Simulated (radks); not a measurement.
All-electron atom: the cadmium ion Cd+ in [Kr] 4d10 5s0.5 5p0.5 (fractional occupations, a model configuration). Calculated with a radial shooting solver on a logarithmic mesh with Libxc functionals: scalar-relativistic Kohn-Sham, r2SCAN, spin-polarised, spherical densities, finite nucleus; open shells are filled with parallel spins first (spin-orbit coupling, left out, can overturn this in heavy ions); meta-GGA in the generalised Kohn-Sham scheme; Fermi nuclear charge, rms radius 4.6087 fm.

Unscreened Slater integrals over Kohn-Sham orbitals (cm^-1). They are taken over the spin-up orbitals.

integral    value
F0(5p,5p)   58552
F2(5p,5p)   31259
F0(5p,5s)   64884
G1(5p,5s)   41282
F0(5p,4d)   73986
F2(5p,4d)   18720
G1(5p,4d)  7593.4
G3(5p,4d)  6142.1
F0(5p,4p)   75536
F2(5p,4p)   13564
G0(5p,4p)  2434.7
G2(5p,4p)  3054.0
F0(5s,5s)   74600
F0(5s,4d)   91634
G2(5s,4d)   14224
F0(5s,4p)   94609
G1(5s,4p)  5507.3
F0(4d,4d)  157410
F2(4d,4d)   77724
F4(4d,4d)   50621
F0(4d,4p)  177060
F2(4d,4p)   86959
G1(4d,4p)  109490
G3(4d,4p)   66844
F0(4p,4p)  205200
F2(4p,4p)  107650

Derived for the open shells (J is the average intra-shell exchange parameter used in DFT+U). 5p: J = F2/5 = 6252 cm^-1.
